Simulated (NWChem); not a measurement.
System: C3H2BF3; SMILES FB1C=CC1(F)F

```xyz
9

F      1.0327    -1.9605    -0.0044
B      0.1151    -1.0148    -0.0053
C     -1.4287    -0.9510     0.0023
C     -1.3773     0.4075     0.0132
C      0.1266     0.5999    -0.0004
F      0.5916     1.2710    -1.1031
F      0.6140     1.2648     1.0963
H     -2.3039    -1.5916     0.0040
H     -2.1595     1.1662     0.0284
```
Atoms are numbered in this order, from 1.

Level: B3LYP/6-31G* (spherical d) (NWChem), optimised geometry, unscaled harmonic frequencies. B3LYP is NWChem's, with the RPA form of VWN correlation.

List the harmonic frequencies with IR intensities, and the thermochemistry.


```tsv
frequency (cm⁻¹)	IR intensity (km/mol)
96	0.0
191	1.4
245	1.5
351	0.7
438	10.2
523	7.8
636	5.4
666	22.0
717	17.7
844	30.2
992	21.5
1027	0.3
1053	0.7
1109	198.4
1130	90.7
1219	62.2
1357	98.5
1489	381.5
1561	1.6
3185	9.5
3244	3.5
```

```yaml
zero_point_energy: 31.5 kcal/mol
thermal correction to the enthalpy at 298.15 K (with zero-point energy): 36.0 kcal/mol
heat capacity Cv: 21.0 cal/(mol K)
entropy at 298.15 K and 1 atm (symmetry number 1): 78.9 cal/(mol K)
dipole_moment: 2.69 D
```

Rigid rotor and harmonic oscillator; modes under 100 cm⁻¹ make the entropy uncertain.
